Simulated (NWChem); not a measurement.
# GaH$_{2}$S$_{2}$Cl; SMILES [SH][Ga]([SH])[Cl]

```xyz
6

Ga     0.0000     0.0000     0.0048
Cl     0.0000     0.0000    -2.1359
S      1.9595     0.0000     0.9902
H      1.4408     0.0000     2.2384
S     -1.9595     0.0000     0.9902
H     -1.4408     0.0000     2.2384
```
Atoms are numbered in this order, from 1.

Computed with NWChem. Medium grid unless said otherwise, to which SCAN and Minnesota functionals are sensitive. All runs use the structure optimised with PBE0/def2-SVP. B3LYP is NWChem's, with the RPA form of VWN correlation.

### Question
Order these by “orbital gap (eV)”, lowest first: B97-D/def2-TZVP; MPW1K/def2-TZVP; B3LYP/def2-TZVP.

### Answer
B97-D/def2-TZVP (4.50), B3LYP/def2-TZVP (6.08), MPW1K/def2-TZVP (8.20)
